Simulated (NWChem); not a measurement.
**Total energies of thionyl fluoride (F$_{2}$OS)**

```xyz
4

O     -1.3917    -0.3297     0.0000
S     -0.1604     0.4112     0.0000
F      0.7611    -0.2190     1.1690
F      0.7611    -0.2190    -1.1690
```
Charge 0, spin multiplicity 1.

The numbers come from NWChem runs, not from measurements. The geometry was optimised at PBE0/def2-SVP, a minimum by its harmonic frequencies.

Basis set: 3-21G (40 functions).

```json
[
 {"method": "RHF", "total energy (Ha)": "-667.64082"},
 {"method": "MP2", "total energy (Ha)": "-668.08382"},
 {"method": "B2PLYP", "total energy (Ha)": "-669.05550"},
 {"method": "PBE", "total energy (Ha)": "-669.04580"},
 {"method": "B3LYP", "total energy (Ha)": "-669.47897"},
 {"method": "CAM-B3LYP", "total energy (Ha)": "-669.39610"},
 {"method": "CCSD(T)", "total energy (Ha)": "-668.09353"}
]
```

Total energies of different functionals aren't comparable as a measure of quality: only differences taken within one method are. 

The correlated methods keep 8 core orbitals frozen. B3LYP has NWChem's definition, with VWN1-RPA local correlation. Coupled-cluster values serve here as a point of comparison, not as the truth.
